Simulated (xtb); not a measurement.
CHO2 (SMILES O=[C]O), doublet, from a rough starting geometry; GFN2-xTB in xtb 6.7.1.

xtb was given this input:
```
$ xtb mol.xyz --gfn 2 --uhf 1 --opt vtight --json

# file mol.xyz
4

O     -0.87431130    -0.10386352     0.00543102
C      0.09375603     0.70362151    -0.03660833
O      1.32203568     0.41264085     0.01143935
H     -0.47749220    -0.99042930     0.01508190
```

Question: Predict the main parts of the log of this xtb run.

Answer: 
```
   ID    Z sym.   atoms
    1    8 O      1, 3
    2    6 C      2
    3    1 H      4

           -------------------------------------------------
          |                Calculation Setup                |
           -------------------------------------------------

           -------------------------------------------------
          |                 G F N 2 - x T B                 |
           -------------------------------------------------

          ...................................................
          :                      SETUP                      :
          :.................................................:
          :  # basis functions                  13          :
          :  # atomic orbitals                  13          :
          :  # shells                            7          :
          :  # electrons                        17          :
          :  max. iterations                   250          :
          :  Hamiltonian                  GFN2-xTB          :
          :  restarted?                      false          :
          :  GBSA solvation                  false          :
          :  PC potential                    false          :
          :  electronic temp.          300.0000000     K    :
          :  accuracy                    1.0000000          :
          :  -> integral cutoff          0.2500000E+02      :
          :  -> integral neglect         0.1000000E-07      :
          :  -> SCF convergence          0.1000000E-05 Eh   :
          :  -> wf. convergence          0.1000000E-03 e    :
          :  Broyden damping             0.4000000          :
          :  net charge                          0          :
          :  unpaired electrons                  1          :
          ...................................................

 iter      E             dE          RMSdq      gap      omega  full diag
   1    -10.7281832 -0.107282E+02  0.595E+00    2.91       0.0  T
   2    -10.7412617 -0.130784E-01  0.329E+00    2.70       1.0  T
   3    -10.7404520  0.809613E-03  0.221E+00    2.77       1.0  T
   4    -10.7464678 -0.601575E-02  0.381E-01    2.69       1.0  T
   5    -10.7468493 -0.381540E-03  0.108E-01    2.70       1.0  T
   6    -10.7468535 -0.420387E-05  0.233E-02    2.69       2.1  T
   7    -10.7468535  0.105920E-07  0.986E-03    2.69       5.1  T
   8    -10.7468537 -0.198746E-06  0.309E-03    2.69      16.2  T
   9    -10.7468537 -0.734376E-08  0.250E-03    2.69      20.0  T
[...]
         :: total energy             -10.683667157418 Eh    ::
 * total energy  :   -10.6836672 Eh     change       -0.3793232E-10 Eh
 * total energy  :   -10.6922312 Eh     change       -0.8564036E-02 Eh
 * total energy  :   -10.6940336 Eh     change       -0.1802357E-02 Eh
 * total energy  :   -10.6944101 Eh     change       -0.3765401E-03 Eh
 * total energy  :   -10.6945941 Eh     change       -0.1840354E-03 Eh
 * total energy  :   -10.6946388 Eh     change       -0.4467773E-04 Eh
 * total energy  :   -10.6946433 Eh     change       -0.4452738E-05 Eh
 * total energy  :   -10.6946434 Eh     change       -0.1475413E-06 Eh
 * total energy  :   -10.6946434 Eh     change       -0.1337963E-07 Eh
   *** GEOMETRY OPTIMIZATION CONVERGED AFTER 9 ITERATIONS ***
         :: total energy             -10.694643418106 Eh    ::
[...]
        11                          0.0583823               1.5887
        12                          0.2704241               7.3586
        13                          0.6856588              18.6577
      -------------------------------------------------------------
                  HL-Gap            0.0942824 Eh            2.5656 eV
             Fermi-level           -0.3537552 Eh           -9.6262 eV

     #   Z          covCN         q      C6AA      α(0)
     1   8 O        1.657    -0.303    19.061     5.894
     2   6 C        1.711     0.276    25.033     8.100
     3   8 O        0.856    -0.297    19.733     5.956
     4   1 H        0.802     0.324     0.654     1.270

 Mol. C6AA /au·bohr⁶  :        211.990498
 Mol. C8AA /au·bohr⁸  :       4760.681013
 Mol. α(0) /au        :         21.219695

Wiberg/Mayer (AO) data.
largest (>0.10) Wiberg bond orders for each atom

 ---------------------------------------------------------------------------
     #   Z sym  total        # sym  WBO       # sym  WBO       # sym  WBO
 ---------------------------------------------------------------------------
     1   8 O    2.294 --     2 C    1.290     4 H    0.829     3 O    0.175
     2   6 C    3.362 --     3 O    2.029     1 O    1.290
     3   8 O    2.224 --     2 C    2.029     1 O    0.175
     4   1 H    0.891 --     1 O    0.829
 ---------------------------------------------------------------------------

Topologies differ in total number of bonds
Writing topology from bond orders to xtbtopo.mol

molecular dipole:
                 x           y           z       tot (Debye)
 q only:       -0.578      -0.535       0.009
   full:       -0.580      -0.821       0.017       2.556
molecular quadrupole (traceless):
                xx          xy          yy          xz          yz          zz
 q only:       -2.969       0.042       2.610      -0.043      -0.066       0.359
  q+dip:       -4.202      -0.347       3.153      -0.057      -0.066       1.048
   full:       -4.762      -0.299       3.129      -0.074      -0.047       1.633

optimized geometry written to: xtbopt.xyz

           -------------------------------------------------
          | TOTAL ENERGY              -10.694643418106 Eh   |
          | GRADIENT NORM               0.000022163342 Eh/α |
          | HOMO-LUMO GAP               2.565555919780 eV   |
           -------------------------------------------------

normal termination of xtb
```
